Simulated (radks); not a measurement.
Results of a calculation; reference values are marked as such.
Spherical quantum dot in the effective-mass picture: electrons in a hard-walled sphere of radius 1.95, with a point charge +1 (a donor) at the centre, all in effective atomic units (hartree* = m*/eps^2 hartree, bohr* = eps/m* bohr), one dielectric constant everywhere. Level of theory: non-relativistic Kohn-Sham, LDA (Slater exchange, Perdew-Wang correlation), spin-polarised, spherical densities (a radial shooting solver with Libxc functionals). Levels are named by radial order and angular momentum (1s, 1p, 1d, 2s, ...), and open shells are averaged over m. Results are scaled to m* = 0.175 and eps = 6, for which hartree* = 132.3 meV and bohr* = 1.814 nm. Each electron was tried in the lowest free levels, single moves between levels near the top were tried too, and the lowest total energy was kept; such a search can miss a lower state. At N = 1 the Hartree and exchange-correlation terms need not cancel, so that row can carry a self-interaction error.

N        open shells  2S   E (meV)  mu = E(N) - E(N-1) (meV)  addition energy mu(N+1) - mu(N) (meV)  e(HOMO) (meV)  rms radius (nm)
1   1s(up 1, down 0)   1  -5.62626                   -5.6263                                  128.4         43.893            1.674
2               none   0   117.105                    122.73                                  302.1         171.47            1.748
3   1p(up 1, down 0)   1   541.904                    424.80                                  87.88         468.04            1.919
4   1p(up 2, down 0)   2   1054.58                    512.68                                  90.49         557.70            2.007
5   1p(up 3, down 0)   3   1657.75                    603.17                                  117.3         648.78            2.065
6   1p(up 3, down 1)   2   2378.26                    720.51                                  86.27         763.12            2.108
7   1p(up 3, down 2)   1   3185.04                    806.78                                  88.37         850.75            2.142
8               none   0   4080.18                    895.14                                  295.6         939.66            2.171
9   1d(up 1, down 0)   1   5270.91                    1190.7                                  84.35         1232.8            2.210
10  1d(up 2, down 0)   2   6545.99                    1275.1                                  84.89         1317.5            2.242
11  1d(up 3, down 0)   3   7905.96                    1360.0                                  85.21         1402.5            2.269
12  1d(up 4, down 0)   4   9351.14                    1445.2                                  85.40         1487.9            2.292
13  1d(up 5, down 0)   5   10881.7                    1530.6                                  109.8         1573.3            2.312
14  1d(up 5, down 1)   4   12522.1                    1640.4                                  83.19         1681.9            2.331
15  1d(up 5, down 2)   3   14245.7                    1723.6                                  83.70         1765.4            2.347
16  1d(up 5, down 3)   2   16053.0                    1807.3                                  84.03         1849.3            2.362
17  1d(up 5, down 4)   1   17944.3                    1891.3                                  84.23         1933.4            2.375
18              none   0   19919.9                    1975.5                                  214.1         2017.7            2.388
19  2s(up 1, down 0)   1   22109.5                    2189.6                                  131.6         2244.7            2.379
20              none   0   24430.7                    2321.2                                  154.4         2377.0            2.370
21  1f(up 1, down 0)   1   26906.3                    2475.6                                  81.88         2516.5            2.385
22  1f(up 2, down 0)   2   29463.8                    2557.5                                  82.00         2598.5            2.399
23  1f(up 3, down 0)   3   32103.3                    2639.5                                  82.09         2680.5            2.412
24  1f(up 4, down 0)   4   34824.9                    2721.6                                  82.15         2762.7            2.424
25  1f(up 5, down 0)   5   37628.6                    2803.7                                  82.19         2844.8            2.435
26  1f(up 6, down 0)   6   40514.6                    2885.9                                  82.22         2927.0            2.446
27  1f(up 7, down 0)   7   43482.7                    2968.2                                  104.4         3009.3            2.456
28  1f(up 7, down 1)   6   46555.3                    3072.6                                  81.11         3113.1            2.465
29  1f(up 7, down 2)   5   49709.0                    3153.7                                  81.24         3194.3            2.474
30  1f(up 7, down 3)   4   52943.9                    3234.9                                      -         3275.6            2.482

All shells are closed at N = 2, 8, 18, 20 (there: 1s2 1p6 1d10 2s2); the second difference of the energy has clear peaks (12 % above both neighbours; the first and last values, which can be the largest, are not judged, and half-filled shells can peak too) at N = 2, 5, 8, 13, 18, 20, 27.
